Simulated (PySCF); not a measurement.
# The second ionisation energy along the 3d series

Calculated with PySCF 2.14 from differences of total energies of unrestricted determinants, without spin-orbit coupling. Values in eV. The last column holds reference values (NIST; (s) semi-empirical, (t) theoretical, else measured). Unmarked ones compare directly (S terms, centres of terms, or small fine structure); those marked * lie between the lowest fine-structure levels and include a spin-orbit shift.

```csv
element,configurations,UHF,LDA,PBE,r2SCAN,MP2 (valence),SCS-MP2 (valence),reference
"Sc (aug-cc-pVTZ with one added diffuse shell each of s, p, d, f, g type, non-relativistic)",[Ar] 3d1 4s1 → [Ar] 3d1,12.157,13.207,13.048,12.816,12.247,12.187,12.800 *
"Ti (aug-cc-pVTZ with one added diffuse shell each of s, p, d, f, g type, non-relativistic)",[Ar] 3d2 4s1 → [Ar] 3d2,12.852,14.111,13.921,13.734,13.030,12.911,13.575 *
"V (aug-cc-pVTZ with one added diffuse shell each of s, p, d, f, g type, non-relativistic)",[Ar] 3d4 → [Ar] 3d3,13.280,15.833,15.431,n/a,14.035,13.532,14.634 ± 0.007 *
"Cr (aug-cc-pVTZ with one added diffuse shell each of s, p, d, f, g type, non-relativistic)",[Ar] 3d5 → [Ar] 3d4,15.133,17.653,17.269,16.979,16.115,15.461,16.486 *
"Mn (aug-cc-pVTZ with one added diffuse shell each of s, p, d, f, g type, non-relativistic)",[Ar] 3d5 4s1 → [Ar] 3d5,14.692,16.349,16.114,15.963,15.140,14.841,15.640
"Fe (aug-cc-pVTZ with one added diffuse shell each of s, p, d, f, g type, non-relativistic)",[Ar] 3d6 4s1 → [Ar] 3d6,15.114,16.895,16.644,16.479,15.715,15.462,16.199 *
"Co (aug-cc-pVTZ with one added diffuse shell each of s, p, d, f, g type, non-relativistic)",[Ar] 3d8 → [Ar] 3d7,14.338,18.487,18.017,17.502,17.108,17.006,17.084 *
"Ni (aug-cc-pVTZ with one added diffuse shell each of s, p, d, f, g type, non-relativistic)",[Ar] 3d9 → [Ar] 3d8,15.169,19.733,19.044,18.108,18.494,18.195,18.169 *
"Cu (aug-cc-pVTZ-PP with one added diffuse shell each of s, p, d, f, g type with ECP10MDF, ECP)",[Ar] 3d10 → [Ar] 3d9,17.125,21.491,20.751,20.100,20.868,20.426,20.292 *
"Zn (aug-cc-pVTZ-PP with one added diffuse shell each of s, p, d, f, g type with ECP10MDF, ECP)",[Ar] 3d10 4s1 → [Ar] 3d10,16.851,19.021,18.672,18.556,17.900,17.735,17.964
```

"Valence" correlates the outer s and p shells and, in groups 3 to 12 and the f block, the outer d or f shell, open or full, or the next shell where the ion has no valence electron left; the wider scheme adds the next inner shell.
